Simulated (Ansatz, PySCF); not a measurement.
This Ansatz (a first-principles code) input computes a SVWN5/def2-TZVPD energy:

Ansatz 0.2 input:
```yaml
crystal:
  periodic: [false, false, false]
  atoms:
    - {symbol: Si, position_ang: [0.02140107, 1.02022011, 0.84664514]}
    - {symbol: H, position_ang: [-0.40794717, 1.93007904, -0.32552620]}
    - {symbol: Si, position_ang: [0.00549076, -0.85528764, -0.60906971]}
    - {symbol: H, position_ang: [0.94334175, -0.85267924, -1.79613590]}
    - {symbol: H, position_ang: [-1.29793525, -1.23844494, -1.27462855]}
    - {symbol: H, position_ang: [0.38605502, -2.14800945, 0.07023460]}
basis:
  gaussian:
    orbitals: def2-TZVPD
hamiltonian:
  xc: {name: SVWN5}
total_charge: -1
magnetization: {spin_polarized: true, initial_magnetization: 1}
output: {forces: true}
```

Task: Write an input for the same energy in PySCF and say what it gives.

Result: 
```python
from pyscf import gto, scf, dft

mol = gto.M(
    atom='''
    Si    0.02140107    1.02022011    0.84664514
    H    -0.40794717    1.93007904   -0.32552620
    Si    0.00549076   -0.85528764   -0.60906971
    H     0.94334175   -0.85267924   -1.79613590
    H    -1.29793525   -1.23844494   -1.27462855
    H     0.38605502   -2.14800945    0.07023460
    ''',
    basis='def2-tzvpd',
    charge=-1,
    spin=1,
    verbose=4,
)

mf = dft.UKS(mol, xc='svwn').density_fit(auxbasis='def2-universal-jkfit')
mf.grids.level = 3
mf.conv_tol = 1e-9
mf.max_cycle = 100
mf.max_memory = 1500
mf.kernel()
if not mf.converged:
    mf = mf.newton()
    mf.kernel(mf.make_rdm1())
for _ in range(2):
    mo, _, stable, _ = mf.stability(return_status=True)
    if stable:
        break
    mf.kernel(mf.make_rdm1(mo, mf.mo_occ))
mf.analyze()
```
It gives -579.03222 Eh, and Ansatz -579.03215 Eh, a difference of 0.07 mEh, from the treatment of integrals and grids.
